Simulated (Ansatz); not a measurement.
Geometry optimisation, RKS PBE/def2-SVP (Ansatz 0.2.0).

The input (input.yaml):

```yaml
crystal:
  periodic: [false, false, false]
  atoms:
    - { symbol: Ti, position_ang: [0.0, 0.0, 0.0] }
    - { symbol: "N", position_ang: [0.0, 0.0, 2.41] }
    - { symbol: H, position_ang: [-0.877, -0.2713, 2.94] }
    - { symbol: H, position_ang: [0.877, 0.2713, 2.94] }
    - { symbol: O, position_ang: [1.8106, 0.0, -0.6394] }
    - { symbol: Si, position_ang: [2.7169, -1.3762, -0.9666] }
    - { symbol: H, position_ang: [1.8861, -2.3521, -1.6657] }
    - { symbol: H, position_ang: [3.8581, -1.0202, -1.8048] }
    - { symbol: H, position_ang: [3.1955, -1.9538, 0.286] }
    - { symbol: O, position_ang: [-0.9043, 1.5667, -0.6394] }
    - { symbol: H, position_ang: [-1.8621, 1.336, -0.8617] }
    - { symbol: Cl, position_ang: [-1.1163, -1.9339, -0.7892] }
    - { symbol: H, position_ang: [0.7442, -1.746, 0.6306] }
    - { symbol: H, position_ang: [0.576, -1.3513, 1.6495] }
basis:
  gaussian: { orbitals: def2-SVP }
hamiltonian:
  xc: pbe
relax:
  f_tol: 0.15
  max_steps: 25
  restrain:
    - { distance: [0, 12], at: 1.7, k: 30.0 }
    - { distance: [13, 1], at: 1.06, k: 30.0 }
    - { distance: [0, 1], at: 3.26, k: 30.0 }
    - { distance: [13, 12], at: 1.86, k: 30.0 }
```

Launched with:

```bash
$ ansatz run input.yaml --threads 4 --pin off --max-ram 5120MiB --backend cpu --events-out ev --progress --plain --runs-dir out
```

Question: Where does it end, and by what steps?

Answer: It converged. The restraints hold the end off the free minimum; the threshold counts their pulls, which the force column leaves out. Restrained pairs: Ti1–H13 (2.00 → 1.70 Å), N2–H14 (1.65 → 1.05 Å), Ti1–N2 (2.41 → 3.25 Å), H13–H14 (1.11 → 1.87 Å). After 24 steps the energy has fallen by 2.371 eV (the restraints' own energy left out); H13 moved furthest, 1.80 Å.

```json
{"step": "0", "energy less start (eV)": "0.0000", "largest force component (eV/Å)": "2.867", "accepted": "yes"}
{"step": "1", "energy less start (eV)": "0.1253", "largest force component (eV/Å)": "3.884", "accepted": "yes"}
{"step": "2", "energy less start (eV)": "-0.3371", "largest force component (eV/Å)": "4.176", "accepted": "yes"}
{"step": "3", "energy less start (eV)": "-0.6381", "largest force component (eV/Å)": "1.514", "accepted": "yes"}
{"step": "4", "energy less start (eV)": "-1.1359", "largest force component (eV/Å)": "1.476", "accepted": "yes"}
{"step": "5", "energy less start (eV)": "-1.4654", "largest force component (eV/Å)": "1.100", "accepted": "yes"}
{"step": "6", "energy less start (eV)": "-1.7431", "largest force component (eV/Å)": "0.577", "accepted": "yes"}
{"step": "7", "energy less start (eV)": "-1.8948", "largest force component (eV/Å)": "0.546", "accepted": "yes"}
{"step": "8", "energy less start (eV)": "-1.9914", "largest force component (eV/Å)": "0.457", "accepted": "yes"}
{"step": "9", "energy less start (eV)": "-2.0501", "largest force component (eV/Å)": "0.454", "accepted": "yes"}
{"step": "10", "energy less start (eV)": "-2.1130", "largest force component (eV/Å)": "0.549", "accepted": "yes"}
{"step": "11", "energy less start (eV)": "-2.1561", "largest force component (eV/Å)": "0.990", "accepted": "yes"}
{"step": "12", "energy less start (eV)": "-2.2059", "largest force component (eV/Å)": "0.693", "accepted": "yes"}
{"step": "13", "energy less start (eV)": "-2.2470", "largest force component (eV/Å)": "0.569", "accepted": "yes"}
{"step": "14", "energy less start (eV)": "-2.2392", "largest force component (eV/Å)": "1.178", "accepted": "no"}
{"step": "15", "energy less start (eV)": "-2.2612", "largest force component (eV/Å)": "0.544", "accepted": "yes"}
{"step": "16", "energy less start (eV)": "-2.2704", "largest force component (eV/Å)": "0.698", "accepted": "yes"}
{"step": "17", "energy less start (eV)": "-2.3020", "largest force component (eV/Å)": "0.497", "accepted": "yes"}
{"step": "18", "energy less start (eV)": "-2.2870", "largest force component (eV/Å)": "1.060", "accepted": "no"}
{"step": "19", "energy less start (eV)": "-2.3125", "largest force component (eV/Å)": "0.525", "accepted": "yes"}
{"step": "20", "energy less start (eV)": "-2.3152", "largest force component (eV/Å)": "0.577", "accepted": "yes"}
{"step": "21", "energy less start (eV)": "-2.3336", "largest force component (eV/Å)": "0.403", "accepted": "yes"}
{"step": "22", "energy less start (eV)": "-2.3367", "largest force component (eV/Å)": "0.393", "accepted": "yes"}
{"step": "23", "energy less start (eV)": "-2.3391", "largest force component (eV/Å)": "0.489", "accepted": "yes"}
{"step": "24", "energy less start (eV)": "-2.3711", "largest force component (eV/Å)": "0.441", "accepted": "yes"}
```

```xyz
14
Properties=species:S:1:pos:R:3
Ti -0.443 -0.694 -0.544
N 0.604 -0.136 2.481
H 0.215 0.615 3.068
H 1.306 -0.622 3.055
O 1.274 -1.097 -0.771
Si 2.937 -1.327 -0.864
H 3.191 -2.667 -1.498
H 3.555 -0.246 -1.706
H 3.543 -1.304 0.512
O -0.887 1.026 -0.402
H -1.528 1.574 -0.890
Cl -1.656 -1.631 -2.128
H -1.032 -1.505 0.834
H -0.176 -0.818 2.342
```

The run took 65 s on 4 threads of Arm Neoverse V2 (shared host), peak memory 0.25 GiB.
